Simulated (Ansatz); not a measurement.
`C=[C](F)[GeH3]`, relaxed with RKS PBE0-D4/def2-TZVP in Ansatz 0.2.0 from a PBE-D4/def2-SVP geometry. The force threshold is 0.005 eV/Å; the program also tests the step.

Charge 0, multiplicity 1.

Start:

```xyz
9

C    -1.554   -0.369   -0.326
C    -0.425   -0.437    0.398
F    -0.384   -1.198    1.518
Ge    1.272    0.490   -0.004
H    -2.458   -0.919   -0.021
H    -1.588    0.241   -1.239
H     1.043    2.023   -0.020
H     2.300    0.121    1.090
H     1.795    0.048   -1.395
```

(1) By how much does the energy fall, and how many steps does the optimiser take? (An estimate is asked.)

(2) Which bonds change most? (Best estimate.)

(3) Give the relaxed structure. (Estimate.)

Results:

(1) Computed: 8.58 kJ/mol, in 25 steps, 2 of them rejected.

(2) Computed: C2–Ge4 from 1.975 to 1.954 Å; C1–C2 from 1.342 to 1.322 Å; C1–H6 from 1.099 to 1.081 Å; C1–H5 from 1.102 to 1.084 Å.

(3) The calculation gave: 
```xyz
9

C    -1.442   -0.591   -0.400
C    -0.500   -0.225    0.451
F    -0.716   -0.362    1.777
Ge    1.249    0.524    0.009
H    -2.387   -0.999   -0.058
H    -1.277   -0.484   -1.464
H     1.380    1.916    0.642
H     2.349   -0.393    0.562
H     1.343    0.616   -1.519
```
